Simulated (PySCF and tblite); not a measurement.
C₆H₇NO, numbered as in [CH3:1][C:2](=[O:3])[c:4]1[cH:5][cH:6][nH:7][cH:8]1. The ensemble was built from 60 distance-geometry starts (ETKDG and KDG, MMFF94s, GFN2-xTB) and rests on GFN2-xTB geometries. Weights use PBE0-D3(BJ)/pcSseg-1 energies plus GFN2-xTB zero-point and thermal terms (modes under about 100 cm⁻¹ blended into free rotors). Symmetry numbers and mirror images are counted. Conformers within 2.5 kcal/mol (GFN2-xTB free energy) were kept, 6 at most. GIAO shieldings: PBE0/pcSseg-1. Shifts are against TMS (¹H), TMS (¹³C), NH3 (¹⁵N) at the same level. (PySCF 2.14, tblite 0.8.)

Torsions listed: O3–C2–C4–C5.

```
conformer  shape  point group  mirror pair  ΔE(DFT)  Δ(G−E) at 298.15 K  δ H5 (ppm)
        1   180°           Cs           no     0.00                0.00        6.73
        2     0°           Cs           no     0.45               -0.07        7.21
```

Energies in kcal/mol; the thermal term leaves out symmetry numbers and mirror images.

(1) Work out the weights at 298.15 K and the ¹H shift of H5 under fast exchange.

## Answers

(1) RT = 0.592 kcal/mol. Each conformer gets RT ln(σ/g), with σ the rotational symmetry number and g = 2 for a mirror pair: 1: σ = 1, g = 1, G = 0.00 + 0.00 + 0.00 = 0.00, 0.00 above the lowest, exp(−ΔG/RT) = 1.000; 2: σ = 1, g = 1, G = 0.45 − 0.07 + 0.00 = 0.39, 0.39 above the lowest, exp(−ΔG/RT) = 0.521. The sum is 1.521, so the weights are 65.7, 34.3 %. The averaged shift is 6.90 ppm. At 298.15 K the leading conformer alone gives 6.73 ppm and bare DFT energies give 6.88 ppm.


¹⁵N shifts are against a computed isolated NH3 molecule, about 20 ppm from the liquid.